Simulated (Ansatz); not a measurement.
Computed with Ansatz on PBE0-D4/def2-TZVP structures; ΔE is electronic, products minus reactants. CCSD(T)/CBS adds triple-zeta CCSD(T) − MP2 to the extrapolated MP2 energy (def2 sets, frozen cores). DFT in def2-TZVPP. B3LYP here is the variant with VWN-RPA as its local correlation; programs differ in this. Elements past krypton have def2 core potentials. For Ge, Sn outer-core shells are correlated without core-valence functions, which leaves a few kJ/mol of doubt a bond. Scalar relativity is left out up to krypton. Each species was taken in one conformer, which may not be the lowest.

Consider the redistribution: `[NH2][SnH2][Cl]` + `C[S][GeH2][OH]` → `C[S][SnH2][Cl]` + `[NH2][GeH2][OH]`.

Problem. Is it downhill or uphill in electronic energy at CCSD(T)/CBS, and by how much? (Estimate.)

Solution. Computed: Downhill: ΔE = -4.5 kcal/mol.

Problem. What do these levels give: r2SCAN-D4, ωB97X-V, ωB97M-V, B2PLYP, PBE0, B3LYP, HF/def2-TZVPP, CCSD/def2-TZVPP, CCSD(T)/def2-TZVPP, HF/def2-QZVPP, SCS-MP2/def2-QZVPP, HF/CBS(def2)? (Estimate.)

Solution. The calculation gave: r2SCAN-D4 -3.6, ωB97X-V -3.7, ωB97M-V -3.8, B2PLYP -3.6, PBE0 -3.6, B3LYP -3.4, HF/def2-TZVPP -5.1, CCSD/def2-TZVPP -3.9, CCSD(T)/def2-TZVPP -3.6, HF/def2-QZVPP -5.3, SCS-MP2/def2-QZVPP -4.4, HF/CBS(def2) -5.3 kcal/mol.

Largest T1 diagnostic among the species: 0.012.

In def2-TZVPP, CCSD(T) changes the Hartree–Fock value by +1.5 kcal/mol (the triples alone add +0.3 kcal/mol) and MP2 by +1.2 kcal/mol. From PBE to PBE0 (25 % exact exchange), in def2-TZVPP and without D4, ΔE moves by −0.9 kcal/mol.
